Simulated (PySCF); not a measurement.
B(Me)(vinyl)(NH2) (C₃H₈BN), SMILES C=CB(C)N. The structure is a stationary point at B3LYP-D3(BJ)/def2-SVP. This is a generated structure with no PubChem entry under its InChIKey; it may be hypothetical. The values are those of a single conformer.

Computed equilibrium geometry at B3LYP-D3(BJ)/def2-SVP (PySCF confirms it by a frequency run) as a Z-matrix (one conformer of several):
```
B
N 1 1.4015
H 2 1.0130 1 123.18
H 2 1.0135 3 113.73 1 -179.11
C 1 1.5754 2 119.26 3 177.46
C 5 1.3419 1 124.92 2 -31.29
H 6 1.0959 5 122.84 1 -177.58
H 6 1.0972 7 115.56 5 -178.86
H 5 1.0994 6 116.83 7 -1.08
C 1 1.5837 2 120.67 3 -2.52
H 10 1.1023 1 114.36 2 1.66
H 10 1.1043 11 108.04 1 -123.83
H 10 1.1052 11 107.74 12 -113.81
```
Charge 0, spin multiplicity 1.
